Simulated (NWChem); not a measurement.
# SiH2Cl2; SMILES Cl[SiH2]Cl

Results from NWChem. Pople sets run with spherical d functions. All runs use the structure optimised with PBE0/def2-SVP. Static field.

**Question.** Taking B3LYP/def2-TZVPD as the yardstick, which of these has the fewest basis functions while keeping “isotropic polarisability (bohr³)” within 10 % of it: B3LYP/6-31+G*; B3LYP/def2-SVP; B3LYP/def2-SVPD; B3LYP/Sadlej pVTZ; B3LYP/aug-cc-pVDZ; B3LYP/6-31G*; B3LYP/def2-TZVP?

**Answer.** B3LYP/def2-SVPD (a larger set in the list lies outside the tolerance).
```json
[
 {"level": "B3LYP/6-31G*", "basis functions": "58", "isotropic polarisability (bohr³)": "38.7", "relative time (rough)": "1"},
 {"level": "B3LYP/def2-SVP", "basis functions": "64", "isotropic polarisability (bohr³)": "38.8", "relative time (rough)": "1"},
 {"level": "B3LYP/6-31+G*", "basis functions": "70", "isotropic polarisability (bohr³)": "44.2", "relative time (rough)": "2"},
 {"level": "B3LYP/def2-SVPD", "basis functions": "94", "isotropic polarisability (bohr³)": "54.4", "relative time (rough)": "3"},
 {"level": "B3LYP/aug-cc-pVDZ", "basis functions": "99", "isotropic polarisability (bohr³)": "54.0", "relative time (rough)": "10"},
 {"level": "B3LYP/Sadlej pVTZ", "basis functions": "114", "isotropic polarisability (bohr³)": "55.4", "relative time (rough)": "7"},
 {"level": "B3LYP/def2-TZVP", "basis functions": "123", "isotropic polarisability (bohr³)": "47.6", "relative time (rough)": "6"},
 {"level": "B3LYP/def2-TZVPD", "basis functions": "153", "isotropic polarisability (bohr³)": "55.1", "relative time (rough)": "10"}
]
```

The yardstick is one finite set, not the basis-set limit.
